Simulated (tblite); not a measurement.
Species: C2H5FOSi.
Structure used (GFN2-xTB), in Å, numbered top down from 1:
```xyz
10
C2H5FOSi angstrom
C     -1.3947    0.1631    0.3332
C     -0.3334   -0.0609   -0.7101
O     -0.5997   -0.1895   -1.8842
Si     1.4936   -0.1410   -0.1101
F      1.4332    0.0656    1.4910
H     -1.3427   -0.6371    1.0696
H     -2.3851    0.1940   -0.1157
H     -1.1894    1.0974    0.8528
H      2.0605   -1.4606   -0.3215
H      2.2664    0.9736   -0.6275
```

Computed with GFN2-xTB (tblite): harmonic, unscaled wavenumbers at the GFN2-xTB geometry, gas phase. Against measured fundamentals such values can be off by several per cent, at times by over 20. Modes of hydrogen on silicon can be 10 to 20 % off. One conformer, not necessarily the lowest.

Q: How many normal modes are there?

A: 10 atoms, non-linear: 3N − 6 = 24.

Q: What is the point group of the computed structure, and how do the modes divide by symmetry?

A: Cs. The vibrations span 15 a′ + 9 a″.

Q: How many distinct wavenumbers does the calculation give?

A: 24: Cs has no degenerate species.

Q: How many fundamentals are allowed in the infrared by symmetry?

A: 24 of 24: in Cs every mode is allowed. All fundamentals are allowed in the Raman spectrum.

Q: How large is the harmonic zero-point energy?

A: ½Σν̃ = 14062 cm⁻¹ = 1.743 eV (24 modes); those above 1550 cm⁻¹ give 0.963 eV of it.
